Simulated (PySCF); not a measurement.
C₄H₁₀OSi, SMILES C=C[C@H]([SiH3])CO.

Coordinates come from a PBE-D3(BJ)/def2-SVP optimisation. The structure was generated by enumeration; whether it is a known compound was not checked. Other conformers were not sampled.

Computed with PBE-D3(BJ)/def2-SVP (PySCF).

Frequencies are harmonic and unscaled.

| mode | ν (cm⁻¹) | IR (km/mol) | moving atoms (share of kinetic energy) |
|---|---|---|---|
| 1 | 76 | 0.4 | C 45 %, H 28 %, Si 14 %, O 13 % |
| 2 | 97 | 1.9 | O 34 %, H 26 %, C 25 %, Si 15 % |
| 3 | 157 | 2.6 | O 33 %, H 32 %, C 21 %, Si 14 % |
| 4 | 196 | 1.5 | H 82 %, C 9 % |
| 5 | 232 | 0.6 | H 50 %, C 35 %, Si 9 % |
| 6 | 269 | 14.7 | H 55 %, C 32 %, Si 12 % |
| 7 | 342 | 67.5 | H 68 %, C 28 % |
| 8 | 371 | 62.7 | H 45 %, C 35 %, O 20 % |
| 9 | 508 | 6.7 | H 42 %, C 35 %, Si 17 % |
| 10 | 555 | 12.2 | H 62 %, C 21 %, Si 17 % |
| 11 | 592 | 24.1 | H 80 %, C 10 %, Si 10 % |
| 12 | 693 | 14.7 | H 49 %, C 45 % |
| 13 | 763 | 14.1 | C 51 %, H 38 % |
| 14 | 837 | 25.4 | H 49 %, C 45 % |
| 15 | 881 | 159.5 | H 90 %, Si 8 % |
| 16 | 885 | 61.2 | H 72 %, C 27 % |
| 17 | 906 | 43.6 | H 97 % |
| 18 | 923 | 41.1 | H 97 % |
| 19 | 950 | 10.6 | H 71 %, C 25 % |
| 20 | 953 | 12.0 | H 64 %, C 27 %, O 9 % |
| 21 | 991 | 8.1 | H 83 %, C 17 % |
| 22 | 1062 | 95.5 | C 42 %, H 42 %, O 16 % |
| 23 | 1088 | 27.3 | C 51 %, H 34 %, O 14 % |
| 24 | 1129 | 7.4 | H 57 %, C 42 % |
| 25 | 1184 | 27.0 | H 71 %, C 28 % |
| 26 | 1230 | 6.7 | H 69 %, C 30 % |
| 27 | 1272 | 4.0 | H 79 %, C 20 % |
| 28 | 1324 | 0.6 | H 78 %, C 19 % |
| 29 | 1354 | 43.6 | H 82 %, C 13 % |
| 30 | 1382 | 2.3 | H 81 %, C 19 % |
| 31 | 1429 | 2.7 | H 93 % |
| 32 | 1660 | 17.2 | C 88 %, H 12 % |
| 33 | 2158 | 81.1 | H 99 % |
| 34 | 2167 | 111.8 | H 96 % |
| 35 | 2178 | 92.4 | H 96 % |
| 36 | 2912 | 68.4 | H 94 % |
| 37 | 2982 | 4.9 | H 92 % |
| 38 | 3024 | 18.1 | H 91 %, C 9 % |
| 39 | 3034 | 20.6 | H 92 % |
| 40 | 3070 | 2.9 | H 94 % |
| 41 | 3170 | 7.5 | H 89 %, C 11 % |
| 42 | 3699 | 18.1 | H 94 % |
